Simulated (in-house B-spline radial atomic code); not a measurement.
Configurations of the hafnium ion Hf⁴⁺, with energies counted from [Xe] 4f14. Computed with an all-electron radial atomic-structure program (B-spline basis): Dirac-Hartree-Fock, average of configuration, Fermi nucleus of rms radius 5.347 fm. Energies include first-order Breit, QED and recoil terms.

Occupations are held fixed; configurations that lie above the ionisation limit could autoionise.

| configuration | E - E(ref) (eV) | highest orbital | its <r> (bohr) |
| --- | --- | --- | --- |
| [Xe] (4f5/2)6 (4f7/2)7 6s1 | 24.02 | 6s1/2 | 2.594 |
| [Xe] (4f5/2)5 (4f7/2)8 (6d3/2)1 | 43.489 | 6d3/2 | 3.978 |
| [Kr] 4d10 4f14 5s2 (5p1/2)1 (5p3/2)4 (5g9/2)1 | 74.466 | 5g9/2 | 5.467 |
| [Kr] 4d10 4f14 5s2 (5p1/2)2 (5p3/2)3 (9f7/2)1 | 74.494 | 9f7/2 | 17.92 |
| [Kr] (4d3/2)4 (4d5/2)5 4f14 5s2 5p6 (5d3/2)1 | 218.93 | 5d3/2 | 1.729 |
| [Kr] (4d3/2)3 (4d5/2)6 4f14 5s2 5p6 6s1 | 235.81 | 6s1/2 | 2.591 |

Question: Order these further configurations by energy, lowest first.
A. [Xe] (4f5/2)5 (4f7/2)8 (9g9/2)1
B. [Kr] (4d3/2)3 (4d5/2)6 4f14 5s2 5p6 (9f5/2)1
C. [Kr] (4d3/2)3 (4d5/2)6 4f14 5s2 5p6 (6g7/2)1
D. [Xe] (4f5/2)5 (4f7/2)8 (7g7/2)1
E. [Kr] (4d3/2)3 (4d5/2)6 4f14 5s2 5p6 (7p1/2)1

Answer: D (59.496 eV), A (62.247 eV), E (257.42 eV), C (267.17 eV), B (271.28 eV).

Question: How far above the reference does [Kr] (4d3/2)3 (4d5/2)6 4f14 5s2 5p6 7s1 lie?

Answer: 254.57 eV; its least bound orbital is 7s1/2 with <r> = 4.697 bohr.

Question: How far above the reference does [Xe] (4f5/2)6 (4f7/2)7 (6f5/2)1 lie?

Answer: 51.019 eV; its least bound orbital is 6f5/2 with <r> = 6.176 bohr.
